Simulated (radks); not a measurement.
Spherical quantum dot in the effective-mass picture: electrons in a parabolic well V = omega^2 r^2 / 2 with omega = 0.0979, all in effective atomic units (hartree* = m*/eps^2 hartree, bohr* = eps/m* bohr), one dielectric constant everywhere. Calculated with a radial shooting solver with Libxc functionals: non-relativistic Kohn-Sham, LDA (Slater exchange, Perdew-Wang correlation), spin-polarised, spherical densities. Levels are named by radial order and angular momentum (1s, 1p, 1d, 2s, ...), and open shells are averaged over m. Results are scaled to m* = 0.133 and eps = 10.2, for which hartree* = 34.79 meV and bohr* = 4.058 nm.

N = 12, configuration 1s2 1p6 1d(up 4, down 0). This is the lowest configuration that the search found (a dilute case). Occupied and some empty levels:

level    occupation  eigenvalue (meV)  <r> (nm)
1s up             1            53.442     28.50
1s down           1            53.829     27.30
1p up             3            54.350     32.63
1p down           3            54.822     32.33
1d up             4            55.579     35.56
1d down           0            56.075     35.63
2s up             0            56.462     27.70
2s down           0            56.686     28.28
1f up             0            57.066     37.94
1f down           0            57.557     38.20
2p up             0            58.229     32.04
2p down           0            58.499     32.07

Energy (meV): total 392.506, kinetic 22.978, external 140.13, Hartree 279.74, exchange-correlation -50.343.
